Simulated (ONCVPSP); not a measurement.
# germanium (Ge): one change to an ONCV potential, before and after

* Element: Ge
* Generator: ONCVPSP 4.0.1
* Type: optimised norm-conserving Vanderbilt (ONCV)
* Functional: revPBE
* Relativity: scalar-relativistic
* Frozen core: [Ne]
* Valence charge: 22
* Reference configuration: 3s2 3p6 3d10 4s2 4p1.75 (charge +0.25)
* Partial waves: 3s+4s: rc 1.25 bohr, ncon 4, nbas 9, qcut 11.5 1/bohr, 2 projectors; 3p+4p: rc 1.30 bohr, ncon 5, nbas 8, qcut 13.5 1/bohr, 3 projectors, debl 3.3 Ha; 3d: rc 0.85 bohr, ncon 3, nbas 7, qcut 17 1/bohr, local
* Local potential: the d channel
* Core correction: Teter function, fcfact 3.75, rcfact 1.05

Change: d: rc 0.58.

Cutoffs: the cutoffs (Ha) at which the residual kinetic energy of the hardest occupied pseudo-wave falls to 1 and 0.1 mHa per electron; they do not see the model core or the augmentation charge, which bear on the density cutoff. Errors are all-electron minus pseudo energies relative to the spin-unpolarised reference configuration.

Q: What does the change do?

A: Of the 4 tests that both files solve, the error grows in 1 and shrinks in 1 by more than 15 % and 0.3 meV (median size 0.8 → 1.1 meV); neither file shows a bound ghost.

| quantity | base | changed |
| --- | --- | --- |
| cutoffs, loose and tight | 120 Ha, 133 Ha | not determined |
| bound ghosts | none | none |
| GHOST(+) flags under 300 eV | none | s at 261.8 eV |
| error for 3s2 3p6 3d10 4s2 4p2, meV [ΔE -1.17 eV] | +0.1 | 0.0 |
| error for 3s2 3p6 3d10 4s2 4p1, meV [ΔE 6.22 eV] | -0.5 | -0.4 |
| error for 3s2 3p6 3d10 4s2 4p0, meV [ΔE 21.57 eV] | +2.8 | -1.7 |
| error for 3s2 3p6 3d10 4s1 4p0, meV [ΔE 56.19 eV] | -1.1 | -4.7 |
| s: phases at 1.27 bohr within 0.05 rad from the reference energy up to (Ha; the scan ends near 5) | to the end of the scan | to the end of the scan |
| p: phases at 1.32 bohr within 0.05 rad from the reference energy up to (Ha; the scan ends near 5) | to the end of the scan | to the end of the scan |
| rms error of d²Exc/dni dnj with the model core, mHa | 1.42 | 1.56 |
